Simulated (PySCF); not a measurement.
Compound: C3H8OSi.
Atom-mapped SMILES: `[CH3:1][O:2][SiH:3]1[CH2:4][CH2:5]1` (hydrogens: H6, H7, H8 on C1; H9 on Si3; H10, H11 on C4; H12, H13 on C5)

Theory: PBE0-D3(BJ)/def2-SVP geometry optimisation, gas phase in PySCF 2.14.0.

(1) What internal coordinates does the optimisation give?

## Answers

(1) 
| bond | length (bohr) | order |
| --- | --- | --- |
| C1–O2 | 2.648 | single |
| O2–Si3 | 3.132 | single |
| Si3–C4 | 3.467 | single |
| C4–C5 | 2.952 | single |
| Si3–C5 | 3.489 | single |
| C1–H6, C1–H7, C1–H8 | 2.086 | single |
| Si3–H9 | 2.805 | single |
| C4–H10, C5–H13 | 2.071 | single |
| C4–H11, C5–H12 | 2.071 | single |

Bonds in one row agree within 0.02 bohr and their mean is given. Orders are formal, as drawn. A selection of angles:
| angle | degrees |
| --- | --- |
| O2–C1–H6 | 108.6 |
| O2–C1–H7 | 112.0 |
| H6–C1–H7 | 108.0 |
| C1–O2–Si3 | 125.3 |
| O2–Si3–C4 | 117.8 |
| O2–Si3–C5 | 120.1 |
| O2–Si3–H9 | 112.9 |
| C4–Si3–C5 | 50.2 |
| C4–Si3–H9 | 121.8 |
| C5–Si3–H9 | 120.4 |
| Si3–C4–C5 | 65.3 |
| Si3–C4–H10 | 118.7 |
| Si3–C4–H11 | 120.6 |
| C5–C4–H10 | 115.6 |
| C5–C4–H11 | 116.6 |
| H10–C4–H11 | 112.3 |

Torsions: C1–O2–Si3–C4 -143° (anticlinal); O2–Si3–C4–C5 107° (anticlinal); O2–Si3–C5–C4 -103° (anticlinal). The mirror-image conformer, all signs reversed, is as good.

The 3-membered ring Si3–C4–C5 has internal angles of 50.2° to 65.3°. Si3 (oxygen-bound silicon) has angles from 50.2° to 121.8°.

Point group: C1 (no symmetry element, even within 0.4 Å). Stationary, but not proved a minimum. One conformer, not necessarily the lowest.

Hardware: Arm Neoverse V2, one thread, shared host. Cost: 23 s of wall time, 0.47 GiB resident at most. That covers the optimisation of the geometry.
